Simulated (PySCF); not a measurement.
Worked example: oscillator strength and radiative lifetime

GaHI2, SMILES [I][GaH][I].

Geometry optimised at PBE-D3(BJ)/def2-SVP. The def2 effective core potentials stand for the cores of I; spin–orbit coupling is left out.

TDA-LC-ωPBE/def2-SVPD in PySCF 2.14.0 puts the first singlet state with f over 0.02 at 5.63 eV (vertical), with the transition dipole (0.000, 0.000, -0.447) in atomic units.

Question: Find the oscillator strength, the wavelength and the radiative lifetime that this transition would have in vacuum if emission retraced absorption.

Answer: 
|μ|² = 0.1998 au, so |μ| = 1.14 D. ΔE = 5.63/27.211 = 0.2069 hartree. f = (2/3) ΔE |μ|² = 0.028 (the program prints 0.028).
λ = 1239.84/5.63 = 220 nm; ν = 45409 cm⁻¹.
Einstein's coefficient A = 0.6670 ν² f s⁻¹ (ν in cm⁻¹) = 3.8e7 s⁻¹, so τ = 1/A = 26 ns. This state is S5; the lower singlets have f = 0.000, 0.000, 0.008, 0.000. The figure is the radiative limit of this one transition; relaxation, internal conversion, crossing to triplets and a medium change what is measured.
